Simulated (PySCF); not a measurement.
# Al¹²⁺: ionisation energy

Al¹²⁺ 1s1 (2S) → Al¹³⁺ (bare nucleus), as a difference of total energies. All numbers are calculated (PySCF 2.14, no relativity, point nucleus, in an even-tempered Gaussian basis (17 s from 6.2 bohr⁻², ratio 2; 7 p from 9.7 bohr⁻², ratio 2.2; 4 d from 29 bohr⁻², ratio 2.2; 4 f from 44 bohr⁻², ratio 2.2; 3 g from 65 bohr⁻², ratio 2.2; 2 h from 98 bohr⁻², ratio 2.2)). The calculations carry no spin-orbit coupling.

```json
{"method": "UHF", "ionisation energy (eV)": "2299.4"}
{"method": "LDA", "ionisation energy (eV)": "2285.1"}
{"method": "PBE", "ionisation energy (eV)": "2297.2"}
{"method": "PBE0", "ionisation energy (eV)": "2297.8"}
{"method": "r2SCAN", "ionisation energy (eV)": "2299.4"}
{"method": "TPSSh", "ionisation energy (eV)": "2299.4"}
{"method": "r2SCAN0", "ionisation energy (eV)": "2299.4"}
```

These non-relativistic numbers lack the scalar-relativistic shift.

For comparison: 2304.1 eV (theoretical estimate listed by NIST; NIST Atomic Spectra Database, ionization energies).
